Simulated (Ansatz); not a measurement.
Molecule: TiF₃, net charge 0, doublet state. The spin state was set by rule; other spins were not relaxed. 
Structure (B3LYP-D3(BJ)/def2-TZVP (Ansatz, an electronic-structure program) minimum search):
```xyz
4

Ti     0.0000     0.0000     0.0000
F     -1.5147    -0.9338     0.0282
F      0.0193     1.6440    -0.6812
F      1.4954    -0.7102     0.6530
```
Charge 0, spin multiplicity 2.

Basis-set convergence of Hartree-Fock and CCSD correlation energies (hartree) with Ansatz. Cores are frozen in the correlated levels unless marked. UHF or UKS for open shells. Spin-orbit coupling is left out. Frozen are the shells of the preceding noble gas and the d and f shells that filled before the atom's block. No relativistic terms.

```json
[
 {"basis": "def2-SVP", "functions": "73", "E(HF)": "-1146.60010", "E(corr, CCSD)": "-0.64986"},
 {"basis": "def2-TZVPP", "functions": "157", "E(HF)": "[?]", "E(corr, CCSD)": "[?]"}
]
```

Fill in the missing entries.


- def2-TZVPP, E(HF): -1147.10478
- def2-TZVPP, E(corr, CCSD): -0.85620
